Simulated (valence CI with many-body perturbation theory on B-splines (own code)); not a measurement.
## Which ion has this spectrum?

A relativistic CI+MBPT calculation for an atom or ion with 31 electrons gives these levels (cm⁻¹):

```csv
J,Parity,E,g
1/2,odd,0,0.66
3/2,odd,502821,1.33
1/2,even,659588,2.26
3/2,even,1073875,1.67
5/2,even,1131863,1.37
3/2,even,1216149,0.96
1/2,even,1238642,1.21
5/2,even,1590779,1.40
3/2,even,1619451,0.86
1/2,even,1741856,1.86
5/2,even,1757269,1.22
3/2,even,1774746,1.16
3/2,odd,1884091,1.33
3/2,odd,2145251,0.50
```

The energies are calculated, and their last digits are not significant.

Task: Which is it?
A. Lu40+
B. Tm38+
C. Er37+
D. Yb39+

Result: C. Er37+, ground level (4s^2 4p1/2) J=1/2.
